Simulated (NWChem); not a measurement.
System: SiH3OBr; SMILES O[SiH2]Br

The following NWChem deck was run.

```
start job
memory heap 200 mb stack 900 mb global 1100 mb
geometry units angstroms noautosym nocenter noautoz
  Si    -0.511501    -1.067807    -0.017602
  O      0.817879    -2.045173    -0.105045
  Br     0.058304     1.089859    -0.034008
  H     -1.316387    -1.348634    -1.228682
  H     -1.282331    -1.274053     1.240165
  H      1.463734    -1.988827     0.605963
end
basis spherical
  Si library pcsseg-1
  O library pcsseg-1
  Br library pcsseg-1
  H library pcsseg-1
end
dft
  xc pbe0
  iterations 150
end
property
  shielding
end
task dft property
```

NWChem printed, in part:

```
             Northwest Computational Chemistry Package (NWChem) 7.3.0
             --------------------------------------------------------

                             Geometry "geometry" -> ""
                             -------------------------

 Output coordinates in angstroms (scale by  1.889725989 to convert to a.u.)

  No.       Tag          Charge          X              Y              Z
 ---- ---------------- ---------- -------------- -------------- --------------
    1 Si                  14.0000    -0.51150100    -1.06780700    -0.01760200
    2 O                    8.0000     0.81787900    -2.04517300    -0.10504500
    3 Br                  35.0000     0.05830400     1.08985900    -0.03400800
    4 H                    1.0000    -1.31638700    -1.34863400    -1.22868200
    5 H                    1.0000    -1.28233100    -1.27405300     1.24016500
    6 H                    1.0000     1.46373400    -1.98882700     0.60596300

 Effective nuclear repulsion energy (a.u.)     237.1176977439

                              NWChem Property Module
                              ----------------------

  itol2e modified to match energy
  convergence criterion.

                                 NWChem DFT Module
                                 -----------------

 Summary of "ao basis" -> "ao basis" (spherical)
 ------------------------------------------------------------------------------
       Tag                 Description            Shells   Functions and Types
 ---------------- ------------------------------  ------  ---------------------
 Si                         pcsseg-1                10       24   4s5p1d
 O                          pcsseg-1                 7       17   3s3p1d
 Br                         pcsseg-1                15       41   5s7p3d
 H                          pcsseg-1                 3        5   2s1p

  itol2e modified to match energy
  convergence criterion.

            General Information
            -------------------
          SCF calculation type: DFT
          Wavefunction type:  closed shell.
          No. of atoms     :     6
          No. of electrons :    60
           Alpha electrons :    30
            Beta electrons :    30
          Charge           :     0
          Spin multiplicity:     1
          Use of symmetry is: off; symmetry adaption is: off
          Maximum number of iterations: 150
          AO basis - number of functions:    97
                     number of shells:    41
          Convergence on energy requested:  1.00D-07
          Convergence on density requested:  1.00D-05
          Convergence on gradient requested:  5.00D-04

              XC Information
              --------------
                         PBE0 Method XC Functional
                     Hartree-Fock (Exact) Exchange  0.250
          PerdewBurkeErnzerhof Exchange Functional  0.750
            Perdew 1991 LDA Correlation Functional  1.000 local
           PerdewBurkeErnz. Correlation Functional  1.000 non-local

             Grid Information
             ----------------
          Grid used for XC integration:  fine
          Radial quadrature: Mura-Knowles
          Angular quadrature: Lebedev.
          Tag              B.-S. Rad. Rad. Pts. Rad. Cut. Ang. Pts.
          ---              ---------- --------- --------- ---------
          Si                  1.10      123           9.0       770
          O                   0.60       70           9.0       590
          Br                  1.15      140          11.0       974
          H                   0.35       60          10.0       590
          Grid pruning is: on
          Number of quadrature shells:   513
          Spatial weights used:  Erf1

      Superposition of Atomic Density Guess
      -------------------------------------

 Sum of atomic energies:       -2937.15759102

      Non-variational initial energy
      ------------------------------

 Total energy =   -2937.939436
 1-e energy   =   -4559.740960
 2-e energy   =    1384.683826
 HOMO         =      -0.366588
 LUMO         =       0.042154

[...]

          -----------------------------------------
          Chemical Shielding Tensors (GIAO, in ppm)
          -----------------------------------------

                                NWChem CPHF Module
                                ------------------

  scftype          =     RHF
  nclosed          =       30
  nopen            =        0
  variables        =     2010
  # of vectors     =        3
  tolerance        = 0.10D-03
  level shift      = 0.00D+00
  max iterations   =       50
  max subspace     =       30

 SCF residual:    2.3698872814617483E-004

Iterative solution of linear equations
  No. of variables     2010
  No. of equations        3
  Maximum subspace       30
        Iterations       50
       Convergence  1.0D-04

   iter   nsub   residual    time
   ----  ------  --------  ---------
     1      3    2.92D-01      78.6
     2      6    1.40D-02      91.4
     3      9    1.31D-03     102.2
     4     12    6.36D-05     111.3

      Atom:    1  Si
        Diamagnetic
    877.3259      0.2805      0.1212
      0.2805    886.8868      0.1230
      0.1212      0.1230    872.2633

        Paramagnetic
   -491.1391    -20.3342      4.8562
    -20.3342   -516.6599      1.1942
      4.8562      1.1942   -556.0263

        Total Shielding Tensor
    386.1868    -20.0537      4.9774
    -20.0537    370.2269      1.3172
      4.9774      1.3172    316.2370

           isotropic =     357.5502
          anisotropy =      63.5651

          Principal Components and Axis System
                 1           2           3
              399.9270    356.9915    315.7321

      1         0.8289      0.5527     -0.0861
      2        -0.5579      0.8280     -0.0557
      3         0.0405      0.0943      0.9947

      Atom:    2  O
        Diamagnetic
    400.2649    -13.4261      8.1457
    -13.4261    387.9950      1.9126
      8.1457      1.9126    382.5723

        Paramagnetic
   -132.1832     26.9843     -9.3800
     26.9843    -71.5697     -1.2083
     -9.3800     -1.2083   -132.8015

        Total Shielding Tensor
    268.0817     13.5582     -1.2343
     13.5582    316.4253      0.7043
     -1.2343      0.7043    249.7707

           isotropic =     278.0926
          anisotropy =      62.8163

          Principal Components and Axis System
                 1           2           3
              319.9701    264.6652    249.6424

      1         0.2527      0.9636      0.0874
      2         0.9675     -0.2512     -0.0282
      3         0.0053     -0.0917      0.9958

      Atom:    3  Br
        Diamagnetic
   3123.7955      1.7179     -0.0066
      1.7179   3130.9203     -0.1571
     -0.0066     -0.1571   3122.5322

        Paramagnetic
   -468.6363    -19.0698    -28.8547
    -19.0698   -285.7373    -23.5130
    -28.8547    -23.5130   -986.4971

        Total Shielding Tensor
   2655.1591    -17.3520    -28.8614
    -17.3520   2845.1830    -23.6701
    -28.8614    -23.6701   2136.0351

           isotropic =    2545.4591
          anisotropy =     452.8769

          Principal Components and Axis System
                 1           2           3
             2847.3770   2655.4154   2133.5849

      1        -0.0854      0.9947      0.0564
      2         0.9959      0.0836      0.0346
      3        -0.0297     -0.0591      0.9978

      Atom:    4  H
        Diamagnetic
     27.6387      2.9923      7.4768
      2.9923     25.8632      3.5939
      7.4768      3.5939     30.6344

        Paramagnetic
     -1.7433     -1.0324     -3.1202
     -1.0324     -0.2450     -1.2414
     -3.1202     -1.2414     -4.7696

        Total Shielding Tensor
     25.8954      1.9599      4.3566
      1.9599     25.6182      2.3526
      4.3566      2.3526     25.8647

           isotropic =      25.7928
          anisotropy =       8.9414

          Principal Components and Axis System
                 1           2           3
               31.7537     24.1274     21.4972

      1         0.6254     -0.3831     -0.6797
      2         0.4454      0.8906     -0.0921
      3         0.6406     -0.2451      0.7277

      Atom:    5  H
        Diamagnetic
     27.0055      2.5209     -7.6008
      2.5209     25.1909     -3.1836
     -7.6008     -3.1836     31.2405

        Paramagnetic
     -1.5547     -0.7659      2.9839
     -0.7659      0.1883      0.9786
      2.9839      0.9786     -5.6060

        Total Shielding Tensor
     25.4508      1.7550     -4.6169
      1.7550     25.3793     -2.2050
     -4.6169     -2.2050     25.6346

           isotropic =      25.4882
          anisotropy =       8.9509

          Principal Components and Axis System
                 1           2           3
               31.4554     24.1076     20.9016

      1        -0.6272     -0.3521      0.6947
      2        -0.4193      0.9043      0.0797
      3         0.6563      0.2413      0.7148

      Atom:    6  H
        Diamagnetic
     35.2202     -3.8350     11.8688
     -3.8350     24.6282     -0.5581
     11.8688     -0.5581     30.5903

        Paramagnetic
     -2.0002      1.0979     -3.0194
      1.0979      0.7912     -0.0000
     -3.0194     -0.0000     -0.6955

        Total Shielding Tensor
     33.2201     -2.7371      8.8494
     -2.7371     25.4194     -0.5581
      8.8494     -0.5581     29.8948

           isotropic =      29.5114
          anisotropy =      17.1647

          Principal Components and Axis System
                 1           2           3
               40.9545     25.5870     21.9928

      1         0.7672     -0.1368     -0.6267
      2        -0.1575      0.9069     -0.3908
      3         0.6218      0.3985      0.6742
```

Level: PBE0/pcSseg-1, GIAO. Coordinates come from a PBE0/def2-SVP optimisation. The printed shielding anisotropy is the first printed principal value minus the mean of the other two.
